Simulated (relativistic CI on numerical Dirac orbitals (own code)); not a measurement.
**Inner-shell lines of V XII**

These numbers are calculated, not measured: Dirac-Coulomb-Breit CI, separate exchange-only KLI orbitals for each configuration, model QED, unscaled Slater integrals (own radial code, finite nucleus).

Configuration list (outside the closed core 1s2 2s2): 2p6 3s2, 2p5 3s2 3d, 2p5 3s2 4s, 2p5 3s2 4d, 2p5 3s 3p 3d, 2p6 3s 3p, 2p5 3s 3p 4s. Levels of other configurations are missing.

The table holds the strongest lines. The upper levels have an inner-shell vacancy. Auger decay, open to those above the ionisation limit, is not computed, and radiative decays to configurations outside the model are missing too. Absolute energies can be off by a few tenths of a per cent, and with unscaled integrals term splittings come out 10 to 25 % too wide, so close lines can change order. LS names give the leading component, which can be well under half, for lower levels too. Brackets number the levels in order of energy.

```tsv
λ (Å)	Upper	Lower	A (s⁻¹)	gA (s⁻¹)
21.5361	2p5 3s 3p 3d 3D_3 [93]	2p6 3s 3p 3P°_2 [4]	1.48e+12	1.04e+13
21.4461	2p5 3s 3p 3d 3D_3 [99]	2p6 3s 3p 3P°_2 [4]	3.65e+12	2.56e+13
21.4371	2p5 3s 3p 3d 3D_2 [98]	2p6 3s 3p 3P°_1 [3]	1.60e+12	8.01e+12
21.3889	2p5 3s 3p 3d 3D_1 [100]	2p6 3s 3p 3P°_1 [3]	5.00e+12	1.50e+13
21.3746	2p5 3s 3p 3d 3D_2 [141]	2p6 3s 3p 1P°_1 [5]	2.89e+12	1.45e+13
21.3721	2p5 3s 3p 3d 3D_2 [105]	2p6 3s 3p 3P°_2 [4]	2.47e+12	1.23e+13
21.3608	2p5 3s 3p 3d 3D_2 [102]	2p6 3s 3p 3P°_1 [3]	4.25e+12	2.13e+13
21.3442	2p5 3s 3p 3d 3P_2 [108]	2p6 3s 3p 3P°_2 [4]	6.31e+12	3.16e+13
21.3426	2p5 3s 3p 3d 3D_1 [103]	2p6 3s 3p 3P°_0 [2]	6.70e+12	2.01e+13
21.3412	2p5 3s 3p 3d 3S_1 [109]	2p6 3s 3p 3P°_2 [4]	3.60e+12	1.08e+13
21.2904	2p5 3s 3p 3d 3D_2 [114]	2p6 3s 3p 3P°_1 [3]	3.49e+12	1.75e+13
21.2901	2p5 3s2 3d 1P°_1 [25]	2p6 3s2 1S_0 [1]	1.11e+13	3.32e+13
21.2896	2p5 3s 3p 3d 3P_1 [117]	2p6 3s 3p 3P°_2 [4]	4.45e+12	1.34e+13
21.2786	2p5 3s 3p 3d 1D_2 [144]	2p6 3s 3p 1P°_1 [5]	7.14e+12	3.57e+13
21.2734	2p5 3s 3p 3d 1P_1 [145]	2p6 3s 3p 1P°_1 [5]	1.12e+13	3.36e+13
21.2524	2p5 3s 3p 3d 3D_3 [122]	2p6 3s 3p 3P°_2 [4]	3.08e+12	2.15e+13
21.2302	2p5 3s 3p 3d 3D_2 [123]	2p6 3s 3p 3P°_2 [4]	1.49e+12	7.46e+12
21.2201	2p5 3s 3p 3d 1S_0 [146]	2p6 3s 3p 1P°_1 [5]	1.32e+13	1.32e+13
21.2161	2p5 3s 3p 3d 3D_3 [125]	2p6 3s 3p 3P°_2 [4]	1.77e+12	1.24e+13
17.8881	2p5 3s2 4d 1P°_1 [190]	2p6 3s2 1S_0 [1]	3.48e+12	1.04e+13
```
